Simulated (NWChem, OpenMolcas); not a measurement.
**GaSiH4OF (SMILES [F][GaH][O][SiH3]): methods side by side**

GaSiH4OF has 8 atoms, charge 0, and is taken as a singlet. SMILES: `[F][GaH][O][SiH3]`. The shape is that of a PBE0-D4/def2-TZVP optimisation. This is one conformer, not always the lowest.

Each level gives the HOMO–LUMO gap (eV). The values are calculated.

```
                              level             kind     program  value (eV)
  BLYP/6-31G* (spherical functions)              GGA  OpenMolcas        5.32
   PBE/6-31G* (spherical functions)              GGA      NWChem        5.39
revPBE/6-31G* (spherical functions)              GGA  OpenMolcas        5.46
 M06-L/6-31G* (spherical functions)         meta-GGA  OpenMolcas        6.00
 BHLYP/6-31G* (spherical functions)    global hybrid  OpenMolcas        9.69
M06-2X/6-31G* (spherical functions)  hybrid meta-GGA  OpenMolcas        9.43
 B3LYP/6-31G* (Cartesian functions)    global hybrid  OpenMolcas        7.12
B2PLYP/6-31G* (spherical functions)    double hybrid  OpenMolcas        9.93
```

All-electron rows without a relativistic Hamiltonian named are non-relativistic. The values span 5.32 to 9.93 eV. Orbital gaps aren't excitation energies, and those of double hybrids come from the SCF part alone; they tend to grow with the share of exact exchange.
